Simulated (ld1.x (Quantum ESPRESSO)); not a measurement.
**Which change was made? (As, ultrasoft)**

| Quantity | Value |
| --- | --- |
| Element | As |
| Generator | ld1.x (Quantum ESPRESSO) 7.5 |
| Type | ultrasoft |
| Functional | PBE |
| Relativity | scalar-relativistic |
| Frozen core | [Ar] 3d10 |
| Valence charge | 5 |
| Reference configuration | 4s2 4p3 |
| Partial waves | 4s (bound): rcut 1.45, rcutus 1.80 bohr; 4s channel at 3.6 Ry: rcut 1.45, rcutus 1.80 bohr; 4p (bound): rcut 1.55, rcutus 1.85 bohr; 4p channel at 2.2 Ry: rcut 1.55, rcutus 1.85 bohr; 4d channel at 0.05 Ry: rcut 1.75, rcutus 1.95 bohr; 4d channel at 1.45 Ry: rcut 1.75, rcutus 1.95 bohr |
| Local potential | all-electron potential smoothed inside 1.70 bohr (lloc = -1) |
| Core correction | none |
| Augmentation charge | PSQ, inside the norm-conserving radii |

Cutoffs, loose and tight: the cutoffs (Ry, on a coarse ladder) from which the occupation-weighted sum of valence levels, in a spherical-Bessel basis at the reference potential, stays within 10 and 1 mRy of its value at 400 Ry. They do not see the model core or the augmentation charge, which bear on the density cutoff. Test errors are all-electron minus pseudo excitation energies from the reference, over the configurations 4s2 4p2; 4s2 4p1; 4s2 4p0; 4s1 4p3; 4s1 4p4; 4s2 4p3.3; 4s1 4p0; variants that change the core or the reference have their own tests.

The base gives: outcome: generated; cutoff, loose: 10 Ry; cutoff, tight: 18 Ry; bound ghosts: none; largest test error (meV): -50.

Problem. After one change the result is: outcome: generated; cutoff, loose: 10 Ry; cutoff, tight: 18 Ry; bound ghosts: none; largest test error (meV): -446. Which change was it?
A. core correction a·sin(br)/r model core inside 2.20 bohr
B. core correction a·sin(br)/r model core inside 2.00 bohr
C. core correction a·sin(br)/r model core inside 1.54 bohr

Solution. C. The others give: core correction a·sin(br)/r model core inside 2.00 bohr → outcome: generated; cutoff, loose: 10 Ry; cutoff, tight: 18 Ry; bound ghosts: none; largest test error (meV): -322 | core correction a·sin(br)/r model core inside 2.20 bohr → outcome: generated; cutoff, loose: 10 Ry; cutoff, tight: 18 Ry; bound ghosts: none; largest test error (meV): -235.
